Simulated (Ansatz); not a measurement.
The first iterations of a band of a periodic cell of 17 atoms, AlSi16 (host Si, host structure diamond, interstitial Al).

All numbers below come from Ansatz 0.2.0, DFT PBE, scalar-relativistic, plane waves, PAW. Settings: PAW set soft_1, cutoff 420 eV, k mesh 2x2x2, gaussian smearing 0.05 eV, spin collinear.

* movable images: 5
* climbing image: yes
* spring: 5.0 eV/Å²
* optimiser: fire
* start path: straight line
* force threshold: 0.05 eV/Å
* iteration limit: 44
* end points: relaxed

First end point:

```xyz
17
Lattice="0.0000 5.4300 5.4300 5.4300 0.0000 5.4300 5.4300 5.4300 0.0000" Properties=species:S:1:pos:R:3
Si 0.042 -0.037 -0.056
Si 1.448 1.369 1.270
Si 2.758 2.676 -0.041
Si 4.066 3.987 1.270
Si 2.774 -0.037 2.676
Si 4.100 1.335 4.048
Si 5.472 2.661 2.676
Si 6.878 3.987 4.082
Si 0.043 2.694 2.675
Si 1.413 4.021 4.047
Si 2.740 5.392 2.675
Si 4.068 6.796 4.080
Si 2.756 2.678 5.391
Si 4.101 4.021 6.734
Si 5.473 5.392 5.407
Si 6.843 6.764 6.734
Al 5.473 5.391 2.674
```

Last end point:

```xyz
17
Lattice="0.0000 5.4300 5.4300 5.4300 0.0000 5.4300 5.4300 5.4300 0.0000" Properties=species:S:1:pos:R:3
Si -0.051 -0.049 -0.022
Si 1.320 1.323 1.306
Si 2.695 2.698 -0.015
Si 4.039 4.041 1.329
Si 2.726 -0.091 2.626
Si 4.046 1.315 4.033
Si 5.379 2.690 2.668
Si 6.750 4.019 4.040
Si -0.093 2.728 2.626
Si 1.313 4.048 4.033
Si 2.688 5.381 2.669
Si 4.016 6.753 4.040
Si 2.710 2.713 5.430
Si 4.019 4.022 6.739
Si 5.336 5.339 5.446
Si 6.743 6.745 6.766
Al 6.733 6.736 4.024
```

| iteration | highest image above the first end (eV) | largest band force component (eV/Å) |
| --- | --- | --- |
| 1 | 1.617 | 1.691 |
| 2 | 1.381 | 1.202 |
| 3 | 1.132 | 0.469 |
| 4 | 1.053 | 0.558 |
| 5 | 1.046 | 0.522 |
| 6 | 1.034 | 0.452 |
| 7 | 1.019 | 0.356 |
| 8 | 1.005 | 0.262 |

Task: Does the band converge within its limit, and where does its top end?

Result: The run converged. It ended after 26 iterations with the highest image 0.787 eV above the first end. By the program's own check the climbing image is of a kind that is not told: the force calls were inconclusive, a negative curvature could not be distinguished from the path's own, the only one lies far off the path, or fixed occupations may fill a level only in part (lowest curvatures found: -3.64 and 0.62 eV/Å²). Limits of this set-up: coarse k mesh.

The run took 7.9 min on 2 threads of Arm Neoverse V2, with other jobs on the host, peak memory 1.5 GiB.
